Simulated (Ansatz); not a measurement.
Isolated molecules relaxed with PBE0-D4/def2-TZVP in Ansatz; ΔE leaves out vibrations. CCSD(T)/CBS adds triple-zeta CCSD(T) − MP2 to the extrapolated MP2 energy (def2 sets, frozen cores). This one scheme is used for every species. Functionals use def2-TZVPP. For Ge, Se outer-core shells are correlated without core-valence functions, which leaves a few kJ/mol of doubt a bond. Scalar relativity is left out up to krypton. Each species was taken in one conformer, which may not be the lowest.

Reaction (formal hydrolysis of a Ge–Cl bond): `[CH3][GeH]([Cl])[SeH]` + H₂O → `[CH3][GeH]([OH])[SeH]` + HCl

```
         level  ΔE (kJ/mol)
          PBE0         46.9
MP2/def2-QZVPP         46.6
```

(1) What does CCSD(T)/CBS give? (An estimate is asked.)

Largest T1 diagnostic among the species: 0.010.

## Answers

(1) The calculation gave: +45.0 kJ/mol. The listed levels differ from it by 1.9, 1.6 kJ/mol.

The D4 term adds +3.3 kJ/mol with B3LYP and +1.8 kJ/mol with PBE0; it sums over pairs of atoms, weighted by their polarisabilities, and B3LYP, whose exchange is more repulsive, gets the larger term.

B3LYP here is the variant with VWN-RPA as its local correlation; programs differ in this.
